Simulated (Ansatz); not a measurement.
```yaml
crystal:
  periodic: [false, false, false]
  atoms:
    - {symbol: Si, position_ang: [1.421065, 0.035283, 0.394684]}
    - {symbol: H, position_ang: [2.136581, -1.030086, 1.154274]}
    - {symbol: H, position_ang: [2.378603, 1.140141, 0.100825]}
    - {symbol: Se, position_ang: [-0.438370, 0.783127, 1.508352]}
    - {symbol: Si, position_ang: [-1.421047, -0.035095, -0.394772]}
    - {symbol: H, position_ang: [-2.375882, -1.141825, -0.099160]}
    - {symbol: H, position_ang: [-2.139694, 1.028257, -1.154228]}
    - {symbol: Se, position_ang: [0.438734, -0.779802, -1.509964]}
basis:
  gaussian: {orbitals: STO-3G}
magnetization: {spin_polarized: true, initial_magnetization: 2}
hamiltonian: {xc: {name: BLYP}, dispersion: d3bj}
scf: {omitted_lower_state_checks: [starts]}
```

```sh
$ ansatz run in.yaml --threads 4 --pin off --events-out ev --progress --plain --max-ram 3916MiB
```

Shortened log:

```
Functional definition: BLYP
604 factors; integrals over basis functions are off by at most 3.3e-5 eV
mean field evaluation 1: about -144871.6053 eV, gradient 1.9e1 eV
mean field evaluation 2: about -144869.7241 eV, gradient 2.4e1 eV
mean field evaluation 4: about -144872.2310 eV, gradient 1.2e1 eV
mean field evaluation 8: about -144873.0170 eV, gradient 9.0e0 eV
mean field -144874.54959549 eV, -5324.0414981374 hartree, gradient 2.4e-5 eV, S^2 2.001444; 0 other end points of the search recorded, 0 dependent functions left out
reference -144874.54986643 eV, -5324.0415080944 hartree; 51, 49 occupied and 7, 9 virtual orbitals, 604 factors
Total energy: -144875.26591416 eV, -5324.0678223631 hartree
Checks for a lower state left out: starts
```

Hardware: 4 threads of Arm Neoverse N1 on a shared host. Wall time 1.7 s.
